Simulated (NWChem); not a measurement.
System: iodoethane (C2H5I); SMILES CCI

Input file for NWChem:

```
start job
memory heap 200 mb stack 900 mb global 1100 mb
geometry units angstroms noautoz
  C      0.454361     2.403257     0.000000
  C     -0.677733     1.406024     0.000000
  I      0.011748    -0.645683     0.000000
  H      1.091300     2.296372     0.890007
  H      0.038706     3.425222     0.000000
  H      1.091300     2.296372    -0.890007
  H     -1.311905     1.485722     0.892166
  H     -1.311905     1.485722    -0.892166
end
basis spherical
  * library def2-tzvpd
end
ecp
  I library def2-ecp
end
dft
  xc pbe0
  iterations 150
  semidirect filesize 400000000
  mulliken
end
task dft energy
```

Structure relaxed at the PBE0/def2-SVP level. def2 effective core potentials on I; no spin-orbit coupling.

Q: What results follow from this input? (PBE0/def2-TZVPD with def2 effective core potentials on I.) Quantities: energy (Ha); highest occupied level (eV); orbital gap (eV); dipole (D).

A: 
| Quantity | Value |
|---|---|
| energy (Ha) | -376.87 |
| highest occupied level (eV) | -7.22 |
| orbital gap (eV) | 6.32 |
| dipole (D) | 2.07 |
